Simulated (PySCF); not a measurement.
ZrOF2, SMILES [O]=[Zr]([F])[F], multiplicity 1.

Geometry: B3LYP-D3(BJ)/def2-TZVP. The multiplicity is an assumed one; other spin states were not compared. The def2 effective core potentials stand for the cores of Zr; spin–orbit coupling is left out.

Computed with B3LYP-D3(BJ)/def2-TZVP run with PySCF.

Frequencies are harmonic and unscaled.

Give all harmonic wavenumbers and intensities. (The exact figures need the calculation; the answer reports its results.)


```csv
mode,ν (cm⁻¹),IR (km/mol),moving atoms (share of kinetic energy)
1,100,78.8,"F 54 %, Zr 31 %, O 15 %"
2,176,17.5,"F 67 %, O 17 %, Zr 16 %"
3,237,10.9,"O 61 %, F 32 %"
4,616,94.7,"F 90 %, Zr 10 %"
5,641,225.2,"F 72 %, Zr 27 %"
6,959,202.0,"O 85 %, Zr 15 %"
```
